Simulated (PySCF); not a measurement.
# Basis-set dependence of BrCl at PBE0

PySCF, UKS reference; singlet, unpaired electrons none; De to Br + Cl without counterpoise correction.

```csv
basis,relativity,functions,Re (Å),ωe (cm⁻¹),De (eV),μ (D)
cc-pVDZ-PP/cc-pV(D+d)Z,scalar-relativistic core potentials,46,2.152,445,2.24,-0.67
cc-pVTZ-PP/cc-pV(T+d)Z,scalar-relativistic core potentials,78,2.132,461,2.42,-0.56
x2c-TZVPPall,spin-free X2C,90,2.133,459,2.41,-0.51
```

Task: How does each smaller set differ from the one with most functions, x2c-TZVPPall?

Result: cc-pVDZ-PP/cc-pV(D+d)Z: +1.9 pm, -3.1 % in ωe, -0.17 eV in De; cc-pVTZ-PP/cc-pV(T+d)Z: -0.1 pm, +0.4 % in ωe, +0.01 eV in De. All at PBE0; the set with most functions is neither the basis-set limit nor always the best. The rows treat relativity differently, so the differences are not basis effects alone.

A positive dipole means Br(−)Cl(+). Measured (Huber and Herzberg, Constants of Diatomic Molecules (1979)): Re = 2.136065 Å, ωe = 444.276 cm⁻¹.
